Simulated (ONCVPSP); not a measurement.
# O: variants of one ONCV potential

Base potential:

```json
{
 "Element": "oxygen",
 "Generator": "ONCVPSP 4.0.1",
 "Type": "optimised norm-conserving Vanderbilt (ONCV)",
 "Functional": "LDA (Perdew-Zunger)",
 "Relativity": "scalar-relativistic",
 "Frozen core": "[He]",
 "Valence charge": "6",
 "Reference configuration": "2s2 2p4",
 "Partial waves": "2s: rc 0.70 bohr, ncon 4, nbas 7, qcut 10.6 1/bohr, 1 projector; 2p: rc 1.25 bohr, ncon 3, nbas 7, qcut 13.2 1/bohr, 3 projectors, debl 1.8 Ha; d scattering state at 0.09 Ha: rc 1.30 bohr, ncon 3, nbas 6, qcut 8.2 1/bohr, 2 projectors, debl 4 Ha",
 "Local potential": "polynomial inside 0.50 bohr (lpopt 1, dvloc0 1 Ha)",
 "Core correction": "Teter function, fcfact 2, rcfact 1.5"
}
```

Cutoffs, loose and tight: the cutoffs (Ha) at which the residual kinetic energy of the hardest occupied pseudo-wave falls to 1 and 0.1 mHa per electron. They do not see the model core or the augmentation charge, which bear on the density cutoff. Test errors are all-electron minus pseudo excitation energies from the reference, over the configurations 2s2 2p3; 2s2 2p2; 2s2 2p1; 2s0 2p6. A dash means not determined; rows that change the core or the reference have their own tests.

| change | outcome | cutoff, loose | cutoff, tight | bound ghosts | GHOST(+) flags above zero | largest test error (meV) |
| --- | --- | --- | --- | --- | --- | --- |
| base | generated | 47 Ha | 57 Ha | none | none | +267 |
| all radii but the core radius scaled by about 0.79 (s 0.56, p 0.98, d 1.02 bohr); local potential polynomial inside 0.40 bohr (lpopt 1, dvloc0 1 Ha) | failed: optimize: ERROR ps0norm > uunorm, code will stop | – | – | – | – | – |
| all radii but the core radius scaled by about 0.86 (s 0.60, p 1.08, d 1.12 bohr); local potential polynomial inside 0.42 bohr (lpopt 1, dvloc0 1 Ha) | generated | 265 Ha | 344 Ha | none | d | +210 |
| all radii but the core radius scaled by about 1.12 (s 0.78, p 1.40, d 1.46 bohr); local potential polynomial inside 0.56 bohr (lpopt 1, dvloc0 1 Ha) | generated | 44 Ha | 55 Ha | none | none | +384 |
| all radii but the core radius scaled by about 1.17 (s 0.82, p 1.46, d 1.52 bohr); local potential polynomial inside 0.58 bohr (lpopt 1, dvloc0 1 Ha) | generated | 43 Ha | 54 Ha | none | none | +452 |
| all radii but the core radius scaled by about 1.24 (s 0.86, p 1.54, d 1.62 bohr); local potential polynomial inside 0.62 bohr (lpopt 1, dvloc0 1 Ha) | generated | 43 Ha | 53 Ha | none | none | +571 |
| all radii but the core radius scaled by about 1.32 (s 0.92, p 1.64, d 1.72 bohr); local potential polynomial inside 0.66 bohr (lpopt 1, dvloc0 1 Ha) | generated | 41 Ha | 51 Ha | none | none | +705 |

Problem. What comes out with this change to the base: all radii but the core radius scaled by about 0.97 (s 0.68, p 1.20, d 1.26 bohr); local potential polynomial inside 0.48 bohr (lpopt 1, dvloc0 1 Ha)?

Solution. outcome: generated; cutoff, loose: 48 Ha; cutoff, tight: 123 Ha; bound ghosts: none; GHOST(+) flags above zero: none; largest test error (meV): +256.

Problem. What comes out with this change to the base: all radii but the core radius scaled by about 1.06 (s 0.74, p 1.34, d 1.38 bohr); local potential polynomial inside 0.54 bohr (lpopt 1, dvloc0 1 Ha)?

Solution. outcome: generated; cutoff, loose: 43 Ha; cutoff, tight: 54 Ha; bound ghosts: none; GHOST(+) flags above zero: none; largest test error (meV): +335.

Problem. What comes out with this change to the base: all radii but the core radius scaled by about 0.92 (s 0.64, p 1.14, d 1.20 bohr); local potential polynomial inside 0.46 bohr (lpopt 1, dvloc0 1 Ha)?

Solution. outcome: generated; cutoff, loose: 56 Ha; cutoff, tight: 280 Ha; bound ghosts: none; GHOST(+) flags above zero: none; largest test error (meV): +228.

Reading the sweep of the scale of all radii but the core radius (base = 1) (base included, trends over the rows without a ghost): The loose cutoff falls from 265 Ha at 0.86 to 41 Ha at 1.32. A larger radius leaves more room for a smooth pseudo-wave, so fewer plane waves are needed; a smaller one forces it to follow the all-electron wave where it bends sharply. The median size of the test errors (rows with all tests solved) rises from 49.1 meV at 0.86 to 123.9 meV at 1.32. More of the atom is replaced by a form fitted at one configuration, so other configurations suffer as the radius grows. The generation fails at 0.79.
